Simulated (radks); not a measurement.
The numbers below are computed, except where a source is named.
Task: In0.5+, configuration [Kr] 4d10 5p(up 0.5, down 0.5) 5s(up 1, down 0.5) (fractional occupations, a model configuration). Code: a radial shooting solver on a logarithmic mesh with Libxc functionals. Model: scalar-relativistic Kohn-Sham, LDA (Slater exchange, Perdew-Wang correlation), spin-polarised, spherical densities, finite nucleus; Fermi nuclear charge, rms radius 4.6156 fm. Some entries of the table are withheld. Estimate them.

orbital,occ.,eigenvalue (eV),<1/r> (bohr^-1)
1s up,1,-27723.92,51.80
1s down,1,-27723.91,51.80
2s up,1,-4155.743,11.80
2s down,1,-4155.736,11.80
2p up,3,-3732.958,11.37
2p down,3,-3732.950,11.37
3s up,1,-791.6018,4.174
3s down,1,-791.5877,4.174
3p up,3,-653.1140,3.978
3p down,3,-653.0998,3.978
3d up,5,-437.3824,3.752
3d down,5,-437.3700,3.752
4s up,1,-123.8561,1.638
4s down,1,-123.8282,1.638
4p up,3,-82.4537,1.480
4p down,3,-82.4155,1.481
4d up,5,-23.1125,1.139
4d down,5,-23.0085,1.141
5s up,1,(1),(2)
5s down,0.5,(3),(4)
5p up,0.5,-6.0667,0.3863
5p down,0.5,-5.7880,0.3808

Result: 
(1) 5s up eigenvalue (eV): -12.4032
(2) 5s up <1/r> (bohr^-1): 0.5128
(3) 5s down eigenvalue (eV): -12.0546
(4) 5s down <1/r> (bohr^-1): 0.5116
